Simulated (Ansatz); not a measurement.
Method: PBE-D3(BJ)/def2-SVP (Ansatz, an electronic-structure program). No frequencies were computed at this level.

Ansatz 0.2 input:
```yaml
crystal:
  periodic: [false, false, false]
  atoms:
    - { symbol: Nb, position_ang: [-0.248541, 0.045017, 0.105599] }
    - { symbol: O, position_ang: [-1.912371, 0.607686, -0.384902] }
    - { symbol: H, position_ang: [-2.7875, 0.920672, -0.620438] }
    - { symbol: N, position_ang: [-0.909386, -0.772509, 1.816696] }
    - { symbol: H, position_ang: [-1.888253, -0.986213, 1.996881] }
    - { symbol: H, position_ang: [-0.382993, -0.983926, 2.659951] }
    - { symbol: N, position_ang: [-0.184324, -1.18814, -1.483564] }
    - { symbol: H, position_ang: [0.57055, -1.810604, -1.756063] }
    - { symbol: H, position_ang: [-0.938433, -1.275748, -2.160796] }
    - { symbol: N, position_ang: [1.549521, -0.523322, 0.676062] }
    - { symbol: H, position_ang: [1.789316, -1.319876, 1.269949] }
    - { symbol: H, position_ang: [2.446689, -0.121615, 0.397036] }
    - { symbol: N, position_ang: [0.554381, 1.868202, -0.150229] }
    - { symbol: H, position_ang: [1.412242, 2.242821, 0.245438] }
    - { symbol: H, position_ang: [0.10218, 2.613149, -0.676613] }
basis:
  gaussian: { orbitals: def2-svp }
hamiltonian:
  xc: pbe
  dispersion: d3bj
relax:
  max_steps: 150
```

Output:

```
[...]
relax step  14: F+E_penalty+E_count = -9694.04703160 eV  Δ(F+E_penalty+E_count) = -5.586e-3 eV  max|allowed force component| = 2.926e-1 eV/Å  Δτ_max = 0.0977 Å  (32 SCF iters, accepted)
these checks for a lower state are left out or cut short: starts, cluster_reference, orbital_swaps, neighbouring_geometries, increment
1630 factors; their error is unknown
mean field -9693.69325001 eV, -356.2366563166 hartree, gradient 1.9e-5 eV, S^2 0.000000; 0 other end points of the search recorded, 0 dependent functions left out
reference -9693.69333702 eV, -356.2366595143 hartree; 29, 29 occupied and 117, 117 virtual orbitals, 1630 factors
relax step  15: F+E_penalty+E_count = -9694.04774406 eV  Δ(F+E_penalty+E_count) = -7.125e-4 eV  max|allowed force component| = 5.225e-1 eV/Å  Δτ_max = 0.1463 Å  (32 SCF iters, accepted)
these checks for a lower state are left out or cut short: starts, cluster_reference, orbital_swaps, neighbouring_geometries, increment
1630 factors; their error is unknown
mean field evaluation 128: about -9693.7058 eV, gradient 1.5e-5 eV
mean field -9693.70582369 eV, -356.2371183909 hartree, gradient 1.5e-5 eV, S^2 0.000000; 0 other end points of the search recorded, 0 dependent functions left out
reference -9693.70591110 eV, -356.2371216031 hartree; 29, 29 occupied and 117, 117 virtual orbitals, 1630 factors
relax step  16: F+E_penalty+E_count = -9694.06061462 eV  Δ(F+E_penalty+E_count) = -1.287e-2 eV  max|allowed force component| = 2.871e-1 eV/Å  Δτ_max = 0.0692 Å  (33 SCF iters, accepted)
these checks for a lower state are left out or cut short: starts, cluster_reference, orbital_swaps, neighbouring_geometries, increment
1630 factors; their error is unknown
mean field -9693.71515352 eV, -356.2374612557 hartree, gradient 1.0e-5 eV, S^2 0.000000; 0 other end points of the search recorded, 0 dependent functions left out
reference -9693.71524130 eV, -356.2374644815 hartree; 29, 29 occupied and 117, 117 virtual orbitals, 1630 factors
relax step  17: F+E_penalty+E_count = -9694.07113120 eV  Δ(F+E_penalty+E_count) = -1.052e-2 eV  max|allowed force component| = 2.331e-1 eV/Å  Δτ_max = 0.2000 Å  (32 SCF iters, accepted)
these checks for a lower state are left out or cut short: starts, cluster_reference, orbital_swaps, neighbouring_geometries, increment
1630 factors; their error is unknown
mean field -9693.72644781 eV, -356.2378763132 hartree, gradient 1.6e-5 eV, S^2 0.000000; 0 other end points of the search recorded, 0 dependent functions left out
reference -9693.72653564 eV, -356.2378795410 hartree; 29, 29 occupied and 117, 117 virtual orbitals, 1630 factors
relax step  18: F+E_penalty+E_count = -9694.08167927 eV  Δ(F+E_penalty+E_count) = -1.055e-2 eV  max|allowed force component| = 3.361e-1 eV/Å  Δτ_max = 0.0999 Å  (32 SCF iters, accepted)
these checks for a lower state are left out or cut short: starts, cluster_reference, orbital_swaps, neighbouring_geometries, increment
1630 factors; their error is unknown
mean field -9693.73201000 eV, -356.2380807199 hartree, gradient 1.7e-5 eV, S^2 0.000000; 0 other end points of the search recorded, 0 dependent functions left out
reference -9693.73209800 eV, -356.2380839540 hartree; 29, 29 occupied and 117, 117 virtual orbitals, 1630 factors
relax step  19: F+E_penalty+E_count = -9694.08683714 eV  Δ(F+E_penalty+E_count) = -5.158e-3 eV  max|allowed force component| = 3.773e-1 eV/Å  Δτ_max = 0.0892 Å  (32 SCF iters, accepted)
these checks for a lower state are left out or cut short: starts, cluster_reference, orbital_swaps, neighbouring_geometries, increment
1630 factors; their error is unknown
mean field -9693.73140793 eV, -356.2380585943 hartree, gradient 1.5e-5 eV, S^2 0.000000; 0 other end points of the search recorded, 0 dependent functions left out
reference -9693.73149571 eV, -356.2380618201 hartree; 29, 29 occupied and 117, 117 virtual orbitals, 1630 factors
relax step  20: F+E_penalty+E_count = -9694.08721733 eV  Δ(F+E_penalty+E_count) = -3.802e-4 eV  max|allowed force component| = 2.339e-1 eV/Å  Δτ_max = 0.2000 Å  (32 SCF iters, accepted)
these checks for a lower state are left out or cut short: starts, cluster_reference, orbital_swaps, neighbouring_geometries, increment
1630 factors; their error is unknown
mean field evaluation 160: about -9693.7444 eV, gradient 3.5e-4 eV
mean field -9693.74438388 eV, -356.2385354516 hartree, gradient 2.0e-5 eV, S^2 0.000000; 0 other end points of the search recorded, 0 dependent functions left out
reference -9693.74447190 eV, -356.2385386865 hartree; 29, 29 occupied and 117, 117 virtual orbitals, 1630 factors
relax step  21: F+E_penalty+E_count = -9694.09962315 eV  Δ(F+E_penalty+E_count) = -1.241e-2 eV  max|allowed force component| = 4.052e-1 eV/Å  Δτ_max = 0.1092 Å  (32 SCF iters, accepted)
these checks for a lower state are left out or cut short: starts, cluster_reference, orbital_swaps, neighbouring_geometries, increment
1630 factors; their error is unknown
mean field -9693.75405952 eV, -356.2388910248 hartree, gradient 9.0e-6 eV, S^2 0.000000; 0 other end points of the search recorded, 0 dependent functions left out
reference -9693.75414764 eV, -356.2388942631 hartree; 29, 29 occupied and 117, 117 virtual orbitals, 1630 factors
relax step  22: F+E_penalty+E_count = -9694.10955718 eV  Δ(F+E_penalty+E_count) = -9.934e-3 eV  max|allowed force component| = 2.485e-1 eV/Å  Δτ_max = 0.1412 Å  (33 SCF iters, accepted)
these checks for a lower state are left out or cut short: starts, cluster_reference, orbital_swaps, neighbouring_geometries, increment
1630 factors; their error is unknown
mean field -9693.76049635 eV, -356.2391275741 hartree, gradient 1.7e-5 eV, S^2 0.000000; 0 other end points of the search recorded, 0 dependent functions left out
reference -9693.76058471 eV, -356.2391308211 hartree; 29, 29 occupied and 117, 117 virtual orbitals, 1630 factors
relax step  23: F+E_penalty+E_count = -9694.11635674 eV  Δ(F+E_penalty+E_count) = -6.800e-3 eV  max|allowed force component| = 1.693e-1 eV/Å  Δτ_max = 0.1159 Å  (33 SCF iters, accepted)
these checks for a lower state are left out or cut short: starts, cluster_reference, orbital_swaps, neighbouring_geometries, increment
1630 factors; their error is unknown
mean field -9693.72466148 eV, -356.2378106669 hartree, gradient 9.3e-6 eV, S^2 0.000000; 0 other end points of the search recorded, 0 dependent functions left out
reference -9693.72475007 eV, -356.2378139225 hartree; 29, 29 occupied and 117, 117 virtual orbitals, 1630 factors
relax step  24: F+E_penalty+E_count = -9694.08060508 eV  Δ(F+E_penalty+E_count) = +3.575e-2 eV  max|allowed force component| = 1.411e0 eV/Å  Δτ_max = 0.1959 Å  (33 SCF iters, rejected (line search))
these checks for a lower state are left out or cut short: starts, cluster_reference, orbital_swaps, neighbouring_geometries, increment
1630 factors; their error is unknown
mean field -9693.76602329 eV, -356.2393306854 hartree, gradient 1.7e-5 eV, S^2 0.000000; 0 other end points of the search recorded, 0 dependent functions left out
reference -9693.76611178 eV, -356.2393339373 hartree; 29, 29 occupied and 117, 117 virtual orbitals, 1630 factors
relax step  25: F+E_penalty+E_count = -9694.12195188 eV  Δ(F+E_penalty+E_count) = -5.595e-3 eV  max|allowed force component| = 7.806e-2 eV/Å  Δτ_max = 0.0979 Å  (33 SCF iters, accepted)
these checks for a lower state are left out or cut short: starts, cluster_reference, orbital_swaps, neighbouring_geometries, increment
1630 factors; their error is unknown
mean field evaluation 192: about -9693.7854 eV, gradient 3.9e0 eV
mean field -9693.76987596 eV, -356.2394722683 hartree, gradient 1.6e-5 eV, S^2 0.000000; 0 other end points of the search recorded, 0 dependent functions left out
reference -9693.76996463 eV, -356.2394755270 hartree; 29, 29 occupied and 117, 117 virtual orbitals, 1630 factors
relax step  26: F+E_penalty+E_count = -9694.12579157 eV  Δ(F+E_penalty+E_count) = -3.840e-3 eV  max|allowed force component| = 2.418e-1 eV/Å  Δτ_max = 0.0972 Å  (33 SCF iters, accepted)
these checks for a lower state are left out or cut short: starts, cluster_reference, orbital_swaps, neighbouring_geometries, increment
1630 factors; their error is unknown
mean field -9693.77214388 eV, -356.2395556129 hartree, gradient 1.5e-5 eV, S^2 0.000000; 0 other end points of the search recorded, 0 dependent functions left out
reference -9693.77223264 eV, -356.2395588746 hartree; 29, 29 occupied and 117, 117 virtual orbitals, 1630 factors
relax step  27: F+E_penalty+E_count = -9694.12806415 eV  Δ(F+E_penalty+E_count) = -2.273e-3 eV  max|allowed force component| = 2.250e-1 eV/Å  Δτ_max = 0.0530 Å  (33 SCF iters, accepted)
these checks for a lower state are left out or cut short: starts, cluster_reference, orbital_swaps, neighbouring_geometries, increment
1630 factors; their error is unknown
mean field -9693.77452173 eV, -356.2396429971 hartree, gradient 1.6e-5 eV, S^2 0.000000; 0 other end points of the search recorded, 0 dependent functions left out
reference -9693.77461055 eV, -356.2396462612 hartree; 29, 29 occupied and 117, 117 virtual orbitals, 1630 factors
relax step  28: F+E_penalty+E_count = -9694.13047895 eV  Δ(F+E_penalty+E_count) = -2.415e-3 eV  max|allowed force component| = 8.149e-2 eV/Å  Δτ_max = 0.0512 Å  (33 SCF iters, accepted)
these checks for a lower state are left out or cut short: starts, cluster_reference, orbital_swaps, neighbouring_geometries, increment
1630 factors; their error is unknown
mean field -9693.77557099 eV, -356.2396815568 hartree, gradient 1.6e-5 eV, S^2 0.000000; 0 other end points of the search recorded, 0 dependent functions left out
reference -9693.77565982 eV, -356.2396848212 hartree; 29, 29 occupied and 117, 117 virtual orbitals, 1630 factors
relax step  29: F+E_penalty+E_count = -9694.13156822 eV  Δ(F+E_penalty+E_count) = -1.089e-3 eV  max|allowed force component| = 2.523e-2 eV/Å  Δτ_max = 0.0467 Å  (34 SCF iters, accepted)
these checks for a lower state are left out or cut short: starts, cluster_reference, orbital_swaps, neighbouring_geometries, increment
1630 factors; their error is unknown
mean field evaluation 224: about -9693.7759 eV, gradient 2.3e-3 eV
mean field -9693.77590685 eV, -356.2396938993 hartree, gradient 1.5e-5 eV, S^2 0.000000; 0 other end points of the search recorded, 0 dependent functions left out
reference -9693.77599567 eV, -356.2396971634 hartree; 29, 29 occupied and 117, 117 virtual orbitals, 1630 factors
relax step  30: F+E_penalty+E_count = -9694.13189407 eV  Δ(F+E_penalty+E_count) = -3.259e-4 eV  max|allowed force component| = 3.627e-2 eV/Å  Δτ_max = 0.0498 Å  (33 SCF iters, accepted)
these checks for a lower state are left out or cut short: starts, cluster_reference, orbital_swaps, neighbouring_geometries, increment
1630 factors; their error is unknown
mean field -9693.77601308 eV, -356.2396978033 hartree, gradient 1.6e-5 eV, S^2 0.000000; 0 other end points of the search recorded, 0 dependent functions left out
reference -9693.77610189 eV, -356.2397010669 hartree; 29, 29 occupied and 117, 117 virtual orbitals, 1630 factors
relax step  31: F+E_penalty+E_count = -9694.13204722 eV  Δ(F+E_penalty+E_count) = -1.531e-4 eV  max|allowed force component| = 1.744e-2 eV/Å  Δτ_max = 0.0136 Å  (34 SCF iters, accepted)
these checks for a lower state are left out or cut short: starts, cluster_reference, orbital_swaps, neighbouring_geometries, increment
1630 factors; their error is unknown
mean field -9693.77604162 eV, -356.2396988521 hartree, gradient 6.1e-6 eV, S^2 0.000000; 0 other end points of the search recorded, 0 dependent functions left out
reference -9693.77613042 eV, -356.2397021154 hartree; 29, 29 occupied and 117, 117 virtual orbitals, 1630 factors
relax step  32: F+E_penalty+E_count = -9694.13209684 eV  Δ(F+E_penalty+E_count) = -4.962e-5 eV  max|allowed force component| = 6.387e-3 eV/Å  Δτ_max = 0.0043 Å  (27 SCF iters, accepted)
1630 factors; their error is unknown
mean field evaluation 256: about -9693.7760 eV, gradient 1.1e-2 eV
mean field -9693.77604162 eV, -356.2396988521 hartree, gradient 1.1e-5 eV, S^2 0.000000; 1 other end points of the search recorded, 0 dependent functions left out
reference -9693.77613042 eV, -356.2397021154 hartree; 29, 29 occupied and 117, 117 virtual orbitals, 1630 factors
Total energy: -9694.13218564 eV, -356.2527869034 hartree
Atom 0 at    -0.275241    -0.035506     0.202975 Å, force     0.003450    -0.001338    -0.006387 eV/Å
Atom 1 at    -1.899250     0.716221    -0.572412 Å, force    -0.000056    -0.001491     0.003905 eV/Å
Atom 2 at    -2.073772     1.185675    -1.404440 Å, force    -0.001558     0.002565    -0.002344 eV/Å
Atom 3 at    -0.890159    -0.806895     1.924179 Å, force    -0.001810     0.000141    -0.000032 eV/Å
Atom 4 at    -1.314520    -1.735066     2.026978 Å, force     0.000479    -0.000069     0.002232 eV/Å
Atom 5 at    -0.991563    -0.280649     2.798708 Å, force    -0.000743     0.000214     0.001472 eV/Å
Atom 6 at    -0.341541    -1.313555    -1.358356 Å, force    -0.003269     0.002327    -0.003168 eV/Å
Atom 7 at     0.445314    -1.893193    -1.663538 Å, force     0.001373     0.001285     0.001574 eV/Å
Atom 8 at    -1.065567    -1.279828    -2.084167 Å, force     0.002126    -0.000574     0.001527 eV/Å
Atom 9 at     1.667860    -0.543803     0.387564 Å, force    -0.002855     0.000044     0.003104 eV/Å
Atom 10 at     2.017651    -1.059175     1.202234 Å, force     0.000497    -0.000126     0.000386 eV/Å
Atom 11 at     2.446864    -0.365744    -0.255120 Å, force     0.003065    -0.000670    -0.001899 eV/Å
Atom 12 at     0.344192     1.883471     0.304150 Å, force     0.002775    -0.001367     0.000860 eV/Å
Atom 13 at     1.315956     2.167242     0.457599 Å, force    -0.002267    -0.000750    -0.001475 eV/Å
Atom 14 at    -0.213146     2.676399    -0.031348 Å, force    -0.001208    -0.000190     0.000246 eV/Å
Dipole moment:     0.263383    -0.013610    -0.088337 e Å
```

Cost: about 2.7 core-minutes (a rough figure).
